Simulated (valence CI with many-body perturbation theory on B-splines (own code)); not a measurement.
## I IV: calculated level list

Level of theory: valence CI with perturbative core correlation (CI+MBPT): four valence electrons over a frozen Dirac-Fock core [Kr] 4d10, radial functions for each j: 11 s, 11 p, 10 d, 8 f, 5 g, 2 h, with the one-electron correlation potential Σ1 (screened to all orders), the two-electron term Σ2, the three-electron term Σ3, Breit, model QED; selected single and double excitations, second order for the rest (own B-spline code, finite nucleus).

No measured levels were compared; by estimate levels hold to about 250 cm⁻¹ or 0.2 % of their energy and the worst to 1 %, as in measured heavy ions of charge 2 to 7; those with d or f electrons hold less well. Among the levels kept, up to 760 cm⁻¹ of a level comes from second order outside the variational space, and about a tenth of that is noise between levels of different J, which matters for small intervals.

Levels 181 to 197 of 197, with energies above the lowest level, (5s^2 5p1/2^2) J=0. "Leading %" is the weight of the configuration and term that name the level; weights of strongly mixed levels are sums over their largest components and can fall short. In the jj column 3d3/2^4 stands for four electrons in 3d with j = 3/2. Lifetimes count E1, E2, E3, M1 and M2 decay at the calculated energies, and are blank where another channel may lead or the interval is too uncertain; long ones can be off by a factor of two.

```
No.  Configuration  Term  J  E (cm⁻¹)  Leading %                   Leading jj  Second component  Lifetime
181        5s²5p5g   ¹H°  5    265940         51      5s^2 5p3/2 5g7/2 (90 %)  42 % 5s²5p5g ³H°    985 ps
182        5s²5p5g   ³F°  3    266226         26      5s^2 5p3/2 5g9/2 (36 %)  18 % 4f5s5p² ³D°   1.25 ns
183        5s²5p5g   ³F°  2    266357         93      5s^2 5p3/2 5g7/2 (93 %)                      995 ps
184        5s²5p5g   ¹F°  3    266488         26      5s^2 5p3/2 5g9/2 (47 %)  21 % 5s²5p5g ³F°   1.10 ns
185        5s²5p8p    ³D  1    266959         44      5s^2 5p1/2 8p1/2 (79 %)   30 % 5s²5p8p ¹P    842 ps
186        4f5s5p²   ⁵D°  3    266998         20  4f5/2 5s 5p1/2 5p3/2 (22 %)  18 % 5s5p²6p ⁵D°   1.36 ns
187        4f5s5p²   ⁵D°  2    267490         37  4f5/2 5s 5p1/2 5p3/2 (64 %)  27 % 4f5s5p² ⁵F°   1.68 ns
188        5s5p²5d    ³F  4    267682         81      5s 5p3/2^2 5d5/2 (57 %)                     90.2 ps
189        5s²5p8p    ³P  0    267691         68      5s^2 5p1/2 8p1/2 (91 %)   24 % 5s²5p8p ¹S   2.02 ns
190        5s²5p8p    ³P  1    267846         40      5s^2 5p1/2 8p3/2 (79 %)   31 % 5s²5p8p ³D   1.13 ns
191        5s5p²5d    ³D  3    267901         71      5s 5p3/2^2 5d5/2 (66 %)   11 % 5s5p²5d ³F    141 ps
192        5s5p²6p   ⁵P°  1    267902         55  5s 5p1/2 5p3/2 6p3/2 (73 %)  17 % 5s5p²6p ³D°   1.06 ns
193        4f5s5p²   ⁵G°  6    268119         84  4f7/2 5s 5p1/2 5p3/2 (46 %)   5 % 5s²5p5g ³H°   1.69 ns
194        5s²5p8p    ³D  2    268385         46      5s^2 5p1/2 8p3/2 (90 %)   27 % 5s²5p8p ¹D   1.24 ns
195        5s5p²6p   ³D°  2    268810         51  5s 5p1/2 5p3/2 6p3/2 (56 %)  23 % 5s5p²6p ⁵S°   1.14 ns
196        4f5s5p²   ³G°  3    268822         41  4f7/2 5s 5p1/2 5p3/2 (63 %)  16 % 4f5s5p² ⁵D°   1.80 ns
197        4f5s5p²   ⁵F°  1    268948         50  4f5/2 5s 5p1/2 5p3/2 (77 %)  28 % 4f5s5p² ⁵D°   1.54 ns
```

Where two levels of one J and parity lie close, their mixing, g and order are uncertain.
